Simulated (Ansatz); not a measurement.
Born–Oppenheimer molecular dynamics of Cl$_{2}$FH$_{4}$NSTi (10 atoms, charge 0, multiplicity 1). It starts at the highest image of a converged band, a first-order saddle point between two minima.

Method: RKS B3LYP-D4/def2-SVP (Ansatz).

- ensemble: NVE (velocity Verlet)
- time step: 0.5 fs
- steps asked: 200
- starting velocities drawn for: 100 K
- seed: 9914

First frame:

```xyz
10
Properties=species:S:1:pos:R:3
Ti 0.030 0.325 0.161
N 0.142 0.027 2.147
H -0.675 -0.435 2.557
H 0.977 -0.479 2.458
Cl 1.860 0.217 -1.046
Cl -1.638 1.599 -0.460
F -0.645 -1.259 -0.125
S 1.044 2.603 1.394
H 2.323 2.163 1.461
H 0.491 1.385 2.215
```

How far do the bonds stretch over the last three quarters of this one trajectory? (Pairs bonded in most of those frames.)


| bond | mean (Å) | spread (Å) | shortest | longest |
| --- | --- | --- | --- | --- |
| Ti1–N2 | 1.857 | 0.046 | 1.79 | 1.94 |
| Ti1–Cl5 | 2.230 | 0.013 | 2.21 | 2.25 |
| Ti1–Cl6 | 2.227 | 0.010 | 2.20 | 2.24 |
| Ti1–F7 | 1.739 | 0.018 | 1.71 | 1.76 |
| Ti1–S8 | 3.135 | 0.211 | 2.84 | 3.53 |
| N2–H3 | 1.023 | 0.016 | 1.00 | 1.05 |
| N2–H4 | 1.025 | 0.015 | 1.00 | 1.05 |
| S8–H9 | 1.354 | 0.011 | 1.34 | 1.37 |
| S8–H10 | 1.355 | 0.009 | 1.34 | 1.37 |

Pairs bonded in part of these frames only: Ti1–H3 15 %, Ti1–S8 75 %.

Mean temperature of the second half: 505 K. The conserved energy stayed within 0.063 meV per atom of its start (net change 0.049 meV per atom), so the integration is sound. The kinetic energy rose, since the run started high on the potential surface and went downhill. It ends in pieces (Cl2FH2NTi + H2S), so much of that is their flight and rotation, not heat. A run of 0.1 ps of so small a system gives no equilibrium averages. The orbitals stay closed-shell, which can raise the energy where a bond breaks towards radicals; this wasn't checked here.

Time of the run: 10 min on 4 threads of Arm Neoverse V2, with other jobs on the host, peak memory 0.4 GiB.
